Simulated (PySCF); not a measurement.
Ligands exchanged one at a time, Al CH3-H. Gas-phase values, no solvent. Strings in code marks are SMILES.

These are PySCF with PBE-D3(BJ)/def2-TZVP // B3LYP-D3(BJ)/def2-TZVP values and carry that method's errors. Excitations are Tamm–Dancoff values on a coarser integration grid. The basis has no diffuse functions, so Rydberg states are missing or too high.

```tsv
species	HOMO–LUMO gap (eV)	S1 oscillator strength	LUMO (eV)	brightest of the four lowest singlets (TDA) (eV)
0 of 3 CH3 replaced by H	5.10	0.000	-1.16	6.11
1 of 3 CH3 replaced by H	4.84	0.000	-1.64	6.53
2 of 3 CH3 replaced by H (`[CH3][AlH2]`)	4.74	0.001	-2.07	…
3 of 3 CH3 replaced by H (`[AlH3]`)	…	–	…	–
```

**Question.** Complete the blanks.

**Answer.** 
- 2 of 3 CH3 replaced by H (`[CH3][AlH2]`), brightest of the four lowest singlets (TDA) (eV): 7.08
- 3 of 3 CH3 replaced by H (`[AlH3]`), HOMO–LUMO gap (eV): 4.78
- 3 of 3 CH3 replaced by H (`[AlH3]`), LUMO (eV): -2.52
